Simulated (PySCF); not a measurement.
Identify the unknown among the candidates.

All candidates are C4H12AlN.

| technique | computed result |
| --- | --- |
| UV, strongest line | among the 10 lowest singlet transitions: S2 at 6.00 eV (207 nm, f = 0.318) [TDDFT wB97X-D/def2-SVPD] |
| Valence photoelectron | vertical ionisation energy: 8.01 eV [ΔSCF wB97X-D/def2-SVPD] |
| UV, first state | lowest singlet excitation: 5.68 eV (218 nm, f = 0.017) [TDDFT wB97X-D/def2-SVPD] |
| Rotational structure | rotational constants A, B, C: 3.883, 1.743, 1.434 GHz [PBE0-D3(BJ)/def2-SVP] |
| 13C NMR | chemical shifts (computed TMS as zero) by class: 135.5 (1 C), 107.2 (1 C), 16.9 (1 C), 14.9 (1 C) ppm [GIAO KT3/pcSseg-1] |
| Dipole | 4.23 D [wB97X-D/def2-SVPD] |
| Polarisability | 93.2 au [wB97X-D/def2-SVPD] |
| XPS | C1s 289.2, C1s 289.6, C1s 290.0, C1s 290.7, N1s 407.1, Al1s 1565.3 eV [ΔSCF SCAN, pcX-2 on the ionised atom, pcseg-1 elsewhere, spin-free X2C] |
| Triplet | lowest triplet excitation (Tamm–Dancoff): 4.11 eV [TDA wB97X-D/def2-SVPD] |
| 1H NMR | chemical shifts (computed TMS as zero) by class: 5.86 (1 H), 4.99 (1 H), 3.73 (2 H), 2.22 (3 H), 1.63 (3 H), 1.53 (2 H) ppm [GIAO KT3/pcSseg-1] |

The electronic properties come from PySCF, for the isolated species, density fitting. Levels stand in brackets. The structure is a single PBE0-D3(BJ)/def2-SVP conformer in the gas phase; no vibrational or solvent corrections. NMR classes are plain means over equivalent atoms (diastereotopic ones count apart unless rotation or inversion swaps them), as if these changed places fast.

Problem. Which candidate is it?
A. `C/C=C/[CH2][AlH2-][NH3+]`
B. `C[N@H+]([AlH3-])C1CC1`
C. `C/C=C\[CH2][AlH2-][NH3+]`

Solution. C. It is `C/C=C\[CH2][AlH2-][NH3+]`. Numbering: `[CH3:1]/[CH:2]=[CH:3]\[CH2:4][AlH2-:5][NH3+:6]`. 4 carbons fall into 4 classes; from least to most shielded: alkene CH carbon [C3] (135.5 ppm), alkene CH carbon [C2] (107.2 ppm), allylic carbon [C4] (16.9 ppm), allylic carbon [C1] (14.9 ppm). Hydrogen classes from least to most shielded: 1 H on an alkene CH carbon, C3 (5.86 ppm), 1 H on an alkene CH carbon, C2 (4.99 ppm), 2 H on an aluminium bonded to C, N and 2 H, Al5 (3.73 ppm), 3 H on a nitrogen bonded to Al and 3 H, N6 (2.22 ppm, a mean of values up to 3.1 ppm apart in this geometry), 3 H on an allylic carbon, C1 (1.63 ppm, a mean of values up to 0.7 ppm apart in this geometry), 2 H on an allylic carbon, C4 (1.53 ppm). The core levels belong to: C1s 289.2 eV, allylic carbon [C4]; C1s 289.6 eV, alkene CH carbon [C2]; C1s 290.0 eV, alkene CH carbon [C3]; C1s 290.7 eV, allylic carbon [C1]; N1s 407.1 eV, nitrogen bonded to Al and 3 H [N6]; Al1s 1565.3 eV, aluminium bonded to C, N and 2 H [Al5]. The hole state at 290.0 eV has ⟨S²⟩ = 0.84 against 0.75, so that value is less sure. The first electron is taken from the HOMO, whose largest Löwdin shares are 0.26 on an alkene CH carbon, 0.22 on an allylic carbon, 0.18 on an alkene CH carbon and 0.10 on the aluminium bonded to C, N and 2 H. The optimised geometry has point group C1 and is an asymmetric top.

The others, at the same levels:
- `C/C=C/[CH2][AlH2-][NH3+]` fails: its computed 13C shifts are 137.7 (1 C), 108.0 (1 C), 21.7 (1 C), 20.9 (1 C) ppm, rotational constant A is 4.448 GHz (against 3.883 GHz) and smallest rotational constant is 1.201 GHz (against 1.434 GHz).
- `C[N@H+]([AlH3-])C1CC1` fails: its computed 13C shifts are 37.1 (1 C), 34.6 (1 C), 10.0 (1 C), 7.1 (1 C) ppm, core binding energies are C1s 291.3, C1s 291.3, C1s 292.2, C1s 292.2, N1s 406.7, Al1s 1565.2 eV and 1H shifts are 3.81 (3 H), 2.54 (3 H), 2.11 (1 H), 0.98 (1 H), 0.64 (1 H), 0.52 (1 H), 0.22 (1 H), 0.21 (1 H) ppm.

Each candidate is one conformer, not necessarily the lowest. The conformers computed, where there is a choice (atom-mapped SMILES and torsion angles):
- `[CH3:1]/[CH:2]=[CH:3]\[CH2:4][AlH2-:5][NH3+:6]`: C2–C3–C4–Al5 95°, C3–C4–Al5–N6 -40°
- `[CH3:1]/[CH:2]=[CH:3]/[CH2:4][AlH2-:5][NH3+:6]`: C2–C3–C4–Al5 97°, C3–C4–Al5–N6 -47°
- `[CH3:1][N@H+:2]([AlH3-:3])[CH:4]1[CH2:5][CH2:6]1`: C1–N2–C4–C5 -149°
